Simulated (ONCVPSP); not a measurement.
lithium (Li) ONCV: all-electron and pseudo phase curves

| Property | Result |
| --- | --- |
| Element | lithium (Li) |
| Generator | ONCVPSP 4.0.1 |
| Type | optimised norm-conserving Vanderbilt (ONCV) |
| Functional | LDA (Perdew-Zunger) |
| Relativity | scalar-relativistic |
| Frozen core | [He] |
| Valence charge | 1 |
| Reference configuration | 2s1 |
| Partial waves | 2s: rc 3.50 bohr, ncon 4, nbas 9, qcut 1.6 1/bohr, 2 projectors, debl 0.5 Ha; p scattering state at 0.08 Ha: rc 3.85 bohr, ncon 4, nbas 9, qcut 2.1 1/bohr, 2 projectors, debl 1.3 Ha; d scattering state at 0.32 Ha: rc 3.60 bohr, ncon 4, nbas 8, qcut 2.7 1/bohr, 2 projectors, debl 1.6 Ha |
| Local potential | polynomial inside 3.30 bohr (lpopt 5, dvloc0 2 Ha) |
| Core correction | Teter function, fcfact 4.75, rcfact 1.8 |

In the p channel the program set the typed energies aside and used 0.050, 1.350 Ha.

The phase is arctan(r·R′/R) of the radial function R(r), unwrapped; energies in Ha, scanned from -2 to 5 Ha. A pole is an energy at which the radial function vanishes at the test radius. The pseudo phase is shifted by a multiple of π to meet the all-electron one at the reference energy, and phase errors are pseudo minus all-electron; the curves can meet again beyond the range given. Levels narrower than the energy grid can be missing from the lists of poles. Where the grid stepped over a known ghost or core level, its pole and its step of π were put in at the level’s energy.

```tsv
channel	radius (bohr)	reference energy (Ha)	poles, all-electron	poles, pseudo	unbroken range about the reference energy with phases within 0.05 rad	phase error 1 Ha above the reference energy (rad)
s	3.54	-0.11	-1.88, 0.24, 1.89, 4.42	0.24, 1.78, 3.85	-1.9 to 2.1	-0.035
p	3.90	0.05	0.21, 1.28, 3.06	0.21, 1.28, 3.98	below 0.4	+0.007
d	3.65	0.32	0.88, 2.56	0.88, 2.59	below 3.2	+0.007
```

Phases in the s channel:

```tsv
E (Ha)	all-electron	pseudo
-1.98	4.537	1.396
-1.62	1.371	1.371
-1.26	1.333	1.332
-0.90	1.261	1.260
-0.54	1.065	1.064
-0.18	-0.441	-0.442
0.18	-1.517	-1.517
0.54	-1.829	-1.829
0.90	-3.602	-3.637
1.26	-4.508	-4.522
1.62	-4.652	-4.669
1.98	-4.732	-4.766
2.34	-4.817	-4.951
2.70	-5.031	-7.184
3.06	-7.124	-7.709
3.42	-7.676	-7.798
3.78	-7.775	-7.846
4.14	-7.825	-7.886
4.50	-7.861	-7.935
4.86	-7.899	-8.027
```
